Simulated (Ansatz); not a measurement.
This geometry of AlFH5NO (9 atoms, charge 0, multiplicity 1) is a first-order saddle point.

Computed with Ansatz 0.2.0, RKS PBE0/6-31G*.

```xyz
9
Properties=species:S:1:pos:R:3
Al 0.111 0.382 -0.059
H -0.265 -0.095 1.656
O 1.683 -0.122 -0.495
H 1.819 -0.946 -0.970
F -1.235 0.010 -0.951
N 0.089 2.035 0.828
H 0.957 2.533 1.005
H -0.677 2.694 0.731
H -0.169 0.901 1.658
```

Q: Which two structures does it join? (They come from a converged band through this point; their orientation in space is the band's.)

A: Bonds broken: Al1–H2, N6–H9. Bonds formed: H2–H9. AlFH5NO becomes AlFH3NO + H2.

Initial state:

```xyz
9
Properties=species:S:1:pos:R:3
Al -0.054 0.021 0.186
H -0.379 -0.928 1.431
O 1.557 0.096 -0.459
H 1.951 -0.672 -0.881
F -1.321 0.241 -0.888
N 0.099 1.910 0.927
H 1.025 2.219 0.634
H -0.598 2.528 0.514
H 0.034 1.979 1.940
```

Final state:

```xyz
9
Properties=species:S:1:pos:R:3
Al 0.223 0.710 -0.377
H -0.415 -0.485 2.396
O 1.708 -0.100 -0.570
H 1.737 -0.967 -0.984
F -1.181 0.018 -0.915
N 0.188 2.304 0.375
H 1.012 2.793 0.692
H -0.639 2.871 0.487
H -0.318 0.248 2.297
```

Q: How far does it lie above each of them?

A: 36.3 kcal/mol above the first and 15.8 kcal/mol above the second. This is the barrier of this one path; another mechanism may lie lower. The orbitals stay closed-shell, which can raise the energy where a bond breaks towards radicals; this wasn't checked here.

Run time: 3.7 min on 1 thread of Arm Neoverse V1, with other jobs on the host, peak memory 0.17 GiB.
